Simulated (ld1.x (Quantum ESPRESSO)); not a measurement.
## S: one change to an ultrasoft potential, before and after

```
Element                 : S (Z = 16)
Generator               : ld1.x (Quantum ESPRESSO) 7.5
Type                    : ultrasoft
Functional              : PBEsol
Relativity              : scalar-relativistic
Frozen core             : [Ne]
Valence charge          : 6
Reference configuration : 3s1 3p5
Partial waves           : 3s (bound): rcut 1.45, rcutus 1.55 bohr; 3s channel at 0.65 Ry: rcut 1.45, rcutus 1.55 bohr; 3p (bound): rcut 1.30, rcutus 1.40 bohr; 3p channel at -0.15 Ry: rcut 1.30, rcutus 1.40 bohr
Local potential         : all-electron potential smoothed inside 1.40 bohr (lloc = -1)
Core correction         : a·sin(br)/r model core inside 1.25 bohr
Augmentation charge     : PSQ, radius 0.95 bohr
```

Change: waves 3s (bound): rcut 1.20, rcutus 1.28 bohr; 3s channel at 0.65 Ry: rcut 1.20, rcutus 1.28 bohr.

Cutoffs: the cutoffs (Ry, on a coarse ladder) from which the occupation-weighted sum of valence levels, in a spherical-Bessel basis at the reference potential, stays within 10 and 1 mRy of its value at 400 Ry; they do not see the model core or the augmentation charge, which bear on the density cutoff. Errors are all-electron minus pseudo energies relative to the spin-unpolarised reference configuration.

Q: How do hardness, ghosts and transferability respond?

A: The potential gets harder (15 Ry and 35 Ry → 18 Ry and 40 Ry); of the 7 tests that both files solve, the error grows in 6 and shrinks in 0 by more than 15 % and 0.3 meV (median size 1.9 → 2.6 meV); neither file shows a bound ghost. A smaller radius makes the pseudo-wave follow the all-electron one further in, where it bends more sharply, so more plane waves are needed. That the errors move this way runs against the usual rule that smaller radii transfer better.

```csv
quantity,base,changed
"cutoff, loose",15 Ry,18 Ry
"cutoff, tight",35 Ry,40 Ry
loose cutoff by channel (10 mRy a level),"s 6 Ry, p 10 Ry","s 18 Ry, p 10 Ry"
bound ghosts,none,none
"error for 3s2 3p4, meV [ΔE -10.28 eV]",+1.5,+2.1
"error for 3s2 3p3, meV [ΔE 1.45 eV]",+2.7,+3.6
"error for 3s2 3p2, meV [ΔE 23.69 eV]",+6.1,+7.5
"error for 3s2 3p3.5, meV [ΔE -5.64 eV]",+1.9,+2.6
"error for 3s2 3p1, meV [ΔE 57.69 eV]",+13,+14
"error for 3s2 3p4.3, meV [ΔE -11.98 eV]",+1.4,+1.9
"error for 3s0 3p6, meV [ΔE 10.40 eV]",+1.2,+1.8
lowest overlap eigenvalue by channel,"s 0.42, p 0.75","s 0.50, p 0.75"
```
